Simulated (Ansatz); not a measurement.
The cluster MoO₂⁺. The state is a doublet with charge 1. Geometry PBE0-D4/def2-TZVP.

Cartesian coordinates in Å:
```
Mo 0.663 -0.005 0.008
O -0.350 -0.610 1.152
O -0.313 0.615 -1.160
```

In the def2 sets Mo takes a core potential; there is no spin–orbit coupling. LC-ωPBE has ω = 0.4 bohr⁻¹. The structure comes from a short search, and lower isomers may exist.

Task: Estimate the α-spin orbital energies around the gap (eV) in Ansatz with LDA (SPW92)/def2-TZVP, PBE-D4/def2-SVP, PBE-D4/def2-TZVP, PBE0-D4/def2-TZVP, LC-ωPBE/def2-TZVP.

Result: 
| orbital | LDA (SPW92)/def2-TZVP | PBE-D4/def2-SVP | PBE-D4/def2-TZVP | PBE0-D4/def2-TZVP | LC-ωPBE/def2-TZVP |
| --- | --- | --- | --- | --- | --- |
| HOMO−13 | -515.06 | -518.94 | -518.71 | -531.11 | -524.24 |
| HOMO−12 | -76.40 | -76.51 | -76.40 | -81.18 | -83.26 |
| HOMO−11 | -50.94 | -50.92 | -50.85 | -54.35 | -57.16 |
| HOMO−10 | -50.71 | -50.68 | -50.66 | -54.14 | -56.92 |
| HOMO−9 | -50.01 | -50.02 | -50.01 | -53.51 | -56.33 |
| HOMO−8 | -30.20 | -29.94 | -30.22 | -33.05 | -35.60 |
| HOMO−7 | -30.06 | -29.81 | -30.09 | -32.91 | -35.41 |
| HOMO−6 | -18.18 | -17.95 | -17.86 | -19.55 | -22.46 |
| HOMO−5 | -17.82 | -17.64 | -17.56 | -19.26 | -21.98 |
| HOMO−4 | -17.51 | -17.28 | -17.17 | -18.48 | -21.23 |
| HOMO−3 | -16.98 | -16.72 | -16.63 | -18.02 | -20.74 |
| HOMO−2 | -16.54 | -16.40 | -16.32 | -17.85 | -20.57 |
| HOMO−1 | -14.94 | -14.72 | -14.65 | -16.06 | -18.60 |
| HOMO | -12.65 | -12.56 | -12.51 | -13.91 | -16.58 |
| LUMO | -12.07 | -11.82 | -11.75 | -10.73 | -8.17 |
| LUMO+1 | -10.93 | -10.71 | -10.67 | -9.88 | -7.57 |
| LUMO+2 | -10.64 | -10.41 | -10.35 | -9.23 | -6.63 |
| LUMO+3 | -8.25 | -7.95 | -7.92 | -7.06 | -4.77 |
| LUMO+4 | -7.48 | -7.27 | -7.25 | -6.37 | -4.15 |
| LUMO+5 | -5.99 | -5.83 | -5.87 | -5.09 | -3.25 |
| β HOMO | -14.95 | -14.74 | -14.68 | -16.15 | -18.68 |
| β LUMO | -11.65 | -11.43 | -11.36 | -10.29 | -7.72 |
